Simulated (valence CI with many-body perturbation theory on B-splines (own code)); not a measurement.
# Basis-set convergence for Ho³⁶⁺

Calculated by configuration interaction combined with many-body perturbation theory (CI+MBPT): three valence electrons over a frozen Dirac-Fock core [Ar] 3d10, radial functions for each j: 9 s, 9 p, 8 d, 6 f, 3 g, 1 h, with the one-electron correlation potential Σ1 (screened to all orders), the two-electron term Σ2, the three-electron term Σ3, Breit, model QED; selected single and double excitations, second order for the rest, scaled by the run's own slope (own B-spline code, finite nucleus).

The last digits are not significant, and no measured levels were compared; by estimate large intervals hold to a few tenths of a per cent, small ones and those within an open d or f shell to about a per cent.

The reference run has the lowest level (4s^2 4p1/2) J=1/2 and an ionisation energy of 1599.15 eV. Its largest variational space holds 8699 state functions.

Levels are named by their leading jj configuration (3d3/2^4 stands for four electrons in 3d with j = 3/2), which in mixed levels can hold well under half, so a name can repeat and another be missing. Letters in brackets count levels of one name in rising energy.

Changed runs:
A. basis 6 s, 6 p, 5 d, 3 f, 1 g
B. basis 5 s, 5 p, 4 d, 2 f

Excitation energies of the reference run in cm⁻¹, and shifts in cm⁻¹:

```
                     Level  Reference       A      B
        (4s^2 4p3/2) J=3/2     464108     -26    -50
        (4s 4p1/2^2) J=1/2     640054     -33    -74
(4s 4p1/2 4p3/2) J=3/2 [a]    1018560    -170   -615
    (4s 4p1/2 4p3/2) J=5/2    1074950     -60   -147
(4s 4p1/2 4p3/2) J=3/2 [b]    1157320     +39   +290
    (4s 4p1/2 4p3/2) J=1/2    1180270     +63   +393
        (4s 4p3/2^2) J=5/2    1499760    -140   -449
        (4s^2 4d3/2) J=3/2    1549880    +120   +744
        (4s 4p3/2^2) J=1/2    1644830    +109   +664
        (4s^2 4d5/2) J=5/2    1678480    +211  +1218
        (4s 4p3/2^2) J=3/2    1679530    +152   +883
     (4p1/2^2 4p3/2) J=3/2    1806790     -24   +8.1
    Ionisation energy (eV)    1599.15  -0.022  -0.08
```
